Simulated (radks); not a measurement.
Species: Pb17+. Configuration: [Kr] 4d10 4f14 5s2 5p3. Method: Dirac Kohn-Sham, PBE, spin-unpolarised, spherical densities, finite nucleus; open shells fill j = l - 1/2 first; Fermi nuclear charge, rms radius 5.5012 fm; computed with a radial shooting solver on a logarithmic mesh with Libxc functionals.

Normalised radial functions P(r) = r R(r) (large component), r in bohr:

```
   r/bohr * 4f5/2, o 5s1/2, + 5p1/2 (the largest magnitude, 1.56, reaches the edge; | marks zero, & curves that meet)
 0.002709                             *+ o
 0.003556                             *+  o
 0.004668                             *+  o
 0.006078                             * + o
 0.007978                             * + o
  0.01047                             *  +o
  0.01374                             * o +
  0.01804                             &    +
  0.02349                           o *     +
  0.03083                        o    *      +
  0.04047                      o      *     +
  0.05312                       o     |* +
  0.06973                           & | *
   0.0908                      +      |   &
   0.1192                    +        |       *o
   0.1564                       +     |      o     *
   0.2053                           o |   +               *
   0.2695                 o           |           +            *
   0.3538                 o           |          +               *
   0.4606                            +| o                     *
   0.6046            +                |                 &
   0.7936      +                      |         *             o
    1.042            +                |   *           o
    1.367                     +       |*    o
     1.78                           + *o
    2.337                             &
    3.068                             &
```

4f5/2: eigenvalue -491.09 eV, 0 radial nodes, <r> = 0.437 bohr, 90 % of the charge inside 0.687 bohr. 5s1/2: eigenvalue -475.71 eV, 4 radial nodes at r = 0.0187, 0.0755, 0.195, 0.448 bohr, <r> = 0.795 bohr, 90 % of the charge inside 1.11 bohr. 5p1/2: eigenvalue -429.95 eV, 3 radial nodes at r = 0.0631, 0.187, 0.452 bohr, <r> = 0.827 bohr, 90 % of the charge inside 1.17 bohr.
